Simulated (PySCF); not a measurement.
Al(OH) (AlHO), SMILES [OH][Al] (connectivity only; charge and spin as stated), neutral, multiplicity 1. Atoms are numbered in the order given.

```xyz
3

Al     0.0000     0.0000     0.7315
O      0.0000     0.0000    -0.9507
H      0.0000     0.0000    -1.9043
```
Charge 0, spin multiplicity 1.

Geometry optimised at B3LYP-D3(BJ)/def2-TZVPD.

Method: PySCF with TDA-PBE/def2-TZVPD.

Vertical excitations; the highest root listed may be one member of a degenerate set. Gas-phase values at a fixed geometry. State labels are in the subgroup C2v.

```
state  symmetry  energy (eV)  λ (nm)      f                                   main pairs
-----  --------  -----------  ------  -----  -------------------------------------------
S1           A1         5.56     223  0.209                             HOMO→LUMO+2 92 %
S2           B2         5.63     220  0.512                 HOMO→LUMO+1 (degenerate set)
S3           B1         5.63     220  0.512                   HOMO→LUMO (degenerate set)
S4           A2         6.14     202  0.000         HOMO−2→LUMO+1 50 %, HOMO−1→LUMO 50 %
S5           A2         6.20     200  0.000  HOMO−1→LUMO, HOMO−2→LUMO+1 (degenerate set)
S6           A1         6.20     200  0.000  HOMO−2→LUMO, HOMO−1→LUMO+1 (degenerate set)
S7           A1         6.55     189  0.155                             HOMO→LUMO+3 97 %
S8           A1         6.84     181  0.011                             HOMO→LUMO+4 83 %
S9           B1         7.29     170  0.100               HOMO−2→LUMO+2 (degenerate set)
S10          B2         7.29     170  0.100               HOMO−1→LUMO+2 (degenerate set)
T1           B1         3.21     387      0                   HOMO→LUMO (degenerate set)
T2           B2         3.21     387      0                 HOMO→LUMO+1 (degenerate set)
T3           A1         4.80     258      0                             HOMO→LUMO+2 93 %
T4           A1         5.75     216      0         HOMO−2→LUMO 44 %, HOMO−1→LUMO+1 44 %
```
Triplets are in the Tamm–Dancoff approximation.
